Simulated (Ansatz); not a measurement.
**Molecular dynamics of C₂H₈OSi**

Input:

```yaml
crystal:
  periodic: [false, false, false]
  atoms:
    - { symbol: Si, position_ang: [-0.026946, -0.006946, 0.00682] }
    - { symbol: O, position_ang: [0.122655, -0.119377, 1.686242] }
    - { symbol: H, position_ang: [-0.72763, -0.198036, 2.15829] }
    - { symbol: H, position_ang: [1.39721, 0.101229, -0.453252] }
    - { symbol: C, position_ang: [-0.991362, 1.529761, -0.522049] }
    - { symbol: H, position_ang: [-2.048306, 1.484486, -0.204233] }
    - { symbol: H, position_ang: [-0.547752, 2.445942, -0.097324] }
    - { symbol: H, position_ang: [-0.982759, 1.62871, -1.622432] }
    - { symbol: C, position_ang: [-0.829508, -1.54515, -0.741907] }
    - { symbol: H, position_ang: [-1.879966, -1.661596, -0.419806] }
    - { symbol: H, position_ang: [-0.829011, -1.480235, -1.84513] }
    - { symbol: H, position_ang: [-0.283324, -2.460288, -0.456819] }
basis:
  gaussian: { orbitals: "6-31G*" }
hamiltonian:
  xc: pbe
  dispersion: d4
md:
  timestep: 0.5
  n_steps: 100
  ensemble: nve_milne
  temperature: 1500.0
  initial_velocities: maxwell_boltzmann
  seed: 483897
```

Run as:

```bash
$ ansatz run input.yaml --threads 1 --pin off --max-ram 2048MiB --backend cpu --events-out ev --progress --plain --runs-dir out
```

It starts from a relaxed structure.

Output, in part (step lines, the closing report, with atoms numbered from 0):

```
md step     0: t =     0.00 fs  T =  1500.0 K  F+E_penalty+E_count = -12120.73784192 eV  E_kin = 1.938900 eV  conserved = -12118.79894194 eV  (27 SCF iters)
[... lines left out ...]
Total energy: -12119.60713556 eV, -445.3873472669 hartree
Atom 0 at     0.068267     0.074794     0.098456 Å, force    -3.679743    -0.248092    -2.886634 eV/Å
Atom 1 at     0.017004    -0.259946     1.633014 Å, force     0.595020    -0.425268     4.313338 eV/Å
Atom 2 at    -0.464153    -0.894064     2.202763 Å, force     0.194296     0.348140    -0.782762 eV/Å
Atom 3 at     1.414567     0.388312    -0.384954 Å, force     0.703972    -0.059053    -0.013983 eV/Å
Atom 4 at    -1.075781     1.464948    -0.612903 Å, force     0.663461     0.025955    -0.027164 eV/Å
Atom 5 at    -1.033955     2.526443    -0.166808 Å, force    -0.109449    -1.353788    -0.725631 eV/Å
Atom 6 at    -0.381727     1.397803    -1.532984 Å, force    -1.413131     0.812844     0.189016 eV/Å
Atom 7 at    -2.157658     1.097687    -0.842238 Å, force     1.768646     0.686651     0.298832 eV/Å
Atom 8 at    -0.852560    -1.439164    -0.749475 Å, force     1.000810     0.442062    -0.195934 eV/Å
Atom 9 at    -1.854616    -1.718870    -0.318252 Å, force     0.657889     0.549317    -0.205474 eV/Å
Atom 10 at    -0.947906    -1.170916    -1.836975 Å, force    -0.080276    -0.643919     0.517259 eV/Å
Atom 11 at    -0.171426    -2.303129    -0.596815 Å, force    -0.301495    -0.134850    -0.480862 eV/Å
Dipole moment:    -0.119552    -0.201524     0.122399 e Å
```

The steps, from the saved trajectory:

```json
{"time (fs)": "0", "T (K)": "1500", "potential energy less start (eV)": "0.000", "conserved less start (meV/atom)": "0.00"}
{"time (fs)": "1.5", "T (K)": "1323", "potential energy less start (eV)": "0.228", "conserved less start (meV/atom)": "-0.01"}
{"time (fs)": "3", "T (K)": "1055", "potential energy less start (eV)": "0.575", "conserved less start (meV/atom)": "-0.01"}
{"time (fs)": "4.5", "T (K)": "919", "potential energy less start (eV)": "0.751", "conserved less start (meV/atom)": "0.00"}
{"time (fs)": "6", "T (K)": "842", "potential energy less start (eV)": "0.850", "conserved less start (meV/atom)": "-0.01"}
{"time (fs)": "7.5", "T (K)": "691", "potential energy less start (eV)": "1.046", "conserved less start (meV/atom)": "-0.01"}
{"time (fs)": "9", "T (K)": "574", "potential energy less start (eV)": "1.197", "conserved less start (meV/atom)": "-0.02"}
{"time (fs)": "10.5", "T (K)": "711", "potential energy less start (eV)": "1.019", "conserved less start (meV/atom)": "-0.02"}
{"time (fs)": "12", "T (K)": "789", "potential energy less start (eV)": "0.919", "conserved less start (meV/atom)": "-0.01"}
{"time (fs)": "13.5", "T (K)": "688", "potential energy less start (eV)": "1.049", "conserved less start (meV/atom)": "-0.01"}
{"time (fs)": "15", "T (K)": "680", "potential energy less start (eV)": "1.060", "conserved less start (meV/atom)": "-0.01"}
{"time (fs)": "16.5", "T (K)": "849", "potential energy less start (eV)": "0.841", "conserved less start (meV/atom)": "-0.01"}
{"time (fs)": "18", "T (K)": "987", "potential energy less start (eV)": "0.663", "conserved less start (meV/atom)": "-0.01"}
{"time (fs)": "19.5", "T (K)": "951", "potential energy less start (eV)": "0.709", "conserved less start (meV/atom)": "-0.01"}
{"time (fs)": "21", "T (K)": "969", "potential energy less start (eV)": "0.686", "conserved less start (meV/atom)": "-0.02"}
{"time (fs)": "22.5", "T (K)": "1027", "potential energy less start (eV)": "0.611", "conserved less start (meV/atom)": "-0.01"}
{"time (fs)": "24", "T (K)": "868", "potential energy less start (eV)": "0.817", "conserved less start (meV/atom)": "-0.01"}
{"time (fs)": "25.5", "T (K)": "651", "potential energy less start (eV)": "1.097", "conserved less start (meV/atom)": "-0.01"}
{"time (fs)": "27", "T (K)": "550", "potential energy less start (eV)": "1.228", "conserved less start (meV/atom)": "-0.01"}
{"time (fs)": "28.5", "T (K)": "522", "potential energy less start (eV)": "1.264", "conserved less start (meV/atom)": "-0.01"}
{"time (fs)": "30", "T (K)": "445", "potential energy less start (eV)": "1.364", "conserved less start (meV/atom)": "-0.01"}
{"time (fs)": "31.5", "T (K)": "343", "potential energy less start (eV)": "1.495", "conserved less start (meV/atom)": "-0.01"}
{"time (fs)": "33", "T (K)": "477", "potential energy less start (eV)": "1.322", "conserved less start (meV/atom)": "-0.01"}
{"time (fs)": "34.5", "T (K)": "662", "potential energy less start (eV)": "1.083", "conserved less start (meV/atom)": "-0.01"}
{"time (fs)": "36", "T (K)": "730", "potential energy less start (eV)": "0.995", "conserved less start (meV/atom)": "-0.01"}
{"time (fs)": "37.5", "T (K)": "803", "potential energy less start (eV)": "0.900", "conserved less start (meV/atom)": "0.00"}
{"time (fs)": "39", "T (K)": "948", "potential energy less start (eV)": "0.713", "conserved less start (meV/atom)": "0.00"}
{"time (fs)": "40.5", "T (K)": "1042", "potential energy less start (eV)": "0.592", "conserved less start (meV/atom)": "0.00"}
{"time (fs)": "42", "T (K)": "944", "potential energy less start (eV)": "0.718", "conserved less start (meV/atom)": "-0.01"}
{"time (fs)": "43.5", "T (K)": "880", "potential energy less start (eV)": "0.802", "conserved less start (meV/atom)": "-0.02"}
{"time (fs)": "45", "T (K)": "906", "potential energy less start (eV)": "0.768", "conserved less start (meV/atom)": "-0.01"}
{"time (fs)": "46.5", "T (K)": "775", "potential energy less start (eV)": "0.937", "conserved less start (meV/atom)": "-0.01"}
{"time (fs)": "48", "T (K)": "635", "potential energy less start (eV)": "1.118", "conserved less start (meV/atom)": "-0.01"}
{"time (fs)": "49.5", "T (K)": "612", "potential energy less start (eV)": "1.148", "conserved less start (meV/atom)": "-0.01"}
```

The run went to its last step. The conserved energy stayed within 0.056 meV per atom of its start (net change -0.014 meV per atom), so the integration is sound. A run of 0.05 ps of so small a system gives no equilibrium averages.

The same pairs are bonded in the first frame and the last. Pairs count as bonded within 1.25 times the sum of covalent radii (0.12 Å more for H–H).

Last frame:

```xyz
12
Properties=species:S:1:pos:R:3
Si 0.068 0.075 0.099
O 0.017 -0.260 1.633
H -0.464 -0.894 2.203
H 1.415 0.388 -0.385
C -1.076 1.465 -0.613
H -1.034 2.526 -0.167
H -0.382 1.398 -1.533
H -2.158 1.098 -0.842
C -0.853 -1.439 -0.750
H -1.855 -1.719 -0.318
H -0.948 -1.171 -1.837
H -0.171 -2.303 -0.597
```

Run time: 4.2 min on 1 thread of Arm Neoverse V2, with other jobs on the host, peak memory 0.11 GiB.
